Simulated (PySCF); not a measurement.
SMILES C=C[SiH2][C@@H]1SC[C@H]1F, C₅H₉FSSi

Geometry (Å), atoms numbered from 1 in this order:
```xyz
17

C     3.5234   -0.2434    0.0527
C     2.2527   -0.6151    0.0905
Si    0.8116    0.4183   -0.5276
C    -0.6115    0.1844    0.7203
S    -1.2177   -1.5524    0.8934
C    -2.7655   -0.5874    0.7700
C    -2.0040    0.6463    0.3045
F    -2.4077    1.8096    0.9153
H     3.8198    0.7152   -0.3413
H     4.3237   -0.8731    0.4108
H     2.0115   -1.5909    0.4980
H     1.1096    1.8512   -0.5867
H     0.3214   -0.0705   -1.8224
H    -0.3762    0.5554    1.7187
H    -3.4893   -1.0024    0.0734
H    -3.2138   -0.4534    1.7533
H    -2.0949    0.8203   -0.7731
```

Computed, not measured: TDDFT B3LYP/def2-SVPD circular dichroism and optical rotation, one conformer, gas phase in PySCF. Geometry: GFN2-xTB.

The molecule is flexible and this is one conformer; a measurement averages over conformers. States above about 6.4 eV (minus the energy of the highest occupied orbital) lie near or above the ionisation threshold and depend on the basis.

Q: Draw the ECD and absorption spectra from the lowest 8 states, each a Gaussian of half-width 0.2 eV at 1/e height.

A: 
| E (eV) | λ (nm) | Δε (L mol⁻¹ cm⁻¹) | ε (L mol⁻¹ cm⁻¹) |
| --- | --- | --- | --- |
| 4.05 | 306 | 0.00 | 0.335 |
| 4.20 | 295 | -0.01 | 8.12 |
| 4.35 | 285 | -0.06 | 64.9 |
| 4.50 | 276 | -0.30 | 194 |
| 4.65 | 267 | -1.53 | 412 |
| 4.80 | 258 | -4.13 | 837 |
| 4.95 | 251 | -3.83 | 763 |
| 5.10 | 243 | -0.87 | 364 |
| 5.25 | 236 | +1.59 | 781 |
| 5.40 | 230 | +3.07 | 1390 |
| 5.55 | 224 | +0.99 | 903 |
| 5.70 | 218 | -5.24 | 712 |
| 5.85 | 212 | -11.93 | 1220 |
| 6.00 | 207 | -8.61 | 1140 |
| 6.15 | 202 | -4.02 | 1420 |
| 6.30 | 197 | -10.55 | 2020 |
| 6.45 | 192 | -33.40 | 2300 |

Δε uses R in velocity form, ε uses f in length form. Only the states computed contribute, so the short-wavelength end is incomplete.

The sign of the CD band at 199 nm isn't settled: the length form gives the opposite one.
